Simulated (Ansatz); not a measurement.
Consider the substitution at a C–C bond: `CC(C)CF` + HBr → `CC(C)Br` + `CF`.

Gas-phase electronic energies from Ansatz, PBE0-D4/def2-TZVP geometries. CCSD(T)/CBS adds triple-zeta CCSD(T) − MP2 to the extrapolated MP2 energy (def2 sets, frozen cores). This one scheme is used for every species. Functionals use def2-TZVPP. B3LYP here is the variant with VWN-RPA as its local correlation; programs differ in this. HSE06 is defined as in plane-wave codes. For Br outer-core shells are correlated without core-valence functions, which leaves a few kJ/mol of doubt a bond. Scalar relativity is left out up to krypton. One conformer a species, not always the lowest.

`CC(C)CF`:

```xyz
14

C    -1.073    0.974   -0.120
C    -0.084   -0.155   -0.372
C    -0.251   -1.284    0.635
C     1.340    0.357   -0.392
F     1.687    0.894    0.840
H    -0.904    1.422    0.861
H    -2.101    0.603   -0.147
H    -0.980    1.763   -0.871
H    -0.260   -0.556   -1.379
H    -0.046   -0.929    1.648
H     0.431   -2.112    0.424
H    -1.271   -1.674    0.616
H     2.047   -0.451   -0.604
H     1.465    1.148   -1.138
```

HBr:

```xyz
2

Br    0.095   -0.691    0.133
H    -0.095    0.691   -0.133
```

`CC(C)Br`:

Z-matrix (Å, degrees):
```
C
C 1 1.509
H 1 1.090 2 111.6
H 1 1.092 2 110.9 3 121.0
H 1 1.095 2 109.2 3 -119.8
C 2 1.509 1 113.6 3 -179.7
Br 2 1.969 1 109.2 3 -57.6
H 2 1.090 1 110.7 3 55.1
H 6 1.092 2 110.9 1 58.7
H 6 1.095 2 109.2 1 -60.5
H 6 1.090 2 111.6 1 179.7
```

`CF`:

```xyz
5

C     0.028    0.041    0.035
F    -0.612   -0.892   -0.748
H    -0.087   -0.234    1.085
H    -0.417    1.023   -0.143
H     1.088    0.062   -0.229
```

**Question.** Is it downhill or uphill in electronic energy at CCSD(T)/CBS, and by how much? (Best estimate.)

**Answer.** The calculation gave: Uphill: ΔE = +16.2 kJ/mol.

**Question.** What do these levels give: revPBE-D4, B3LYP-D4, BHLYP-D4, BLYP, r2SCAN, B3LYP, r2SCANh, HSE06, CCSD/def2-TZVPP, HF/def2-QZVPP, MP2/def2-QZVPP, HF/CBS(def2)? (An estimate is asked.)

**Answer.** Computed: revPBE-D4 14.9, B3LYP-D4 14.0, BHLYP-D4 16.4, BLYP 9.3, r2SCAN 17.2, B3LYP 13.4, r2SCANh 18.0, HSE06 16.9, CCSD/def2-TZVPP 20.5, HF/def2-QZVPP 15.7, MP2/def2-QZVPP 13.0, HF/CBS(def2) 15.7 kJ/mol.

Largest T1 diagnostic among the species: 0.009.

From PBE to PBE0 (25 % exact exchange), in def2-TZVPP and without D4, ΔE moves by +3.2 kJ/mol. At CCSD(T), def2-SVP lies +22.5 kJ/mol from the extrapolated value and def2-TZVPP +3.1 kJ/mol. Leaving LDA and LC-ωPBE aside and taking each functional with its dispersion term where it has one, the values, not all of them listed here, spread over 10.6 kJ/mol, from BLYP-D4 to CAM-B3LYP-D4. LDA lies +13.7 kJ/mol from PBE without D4.
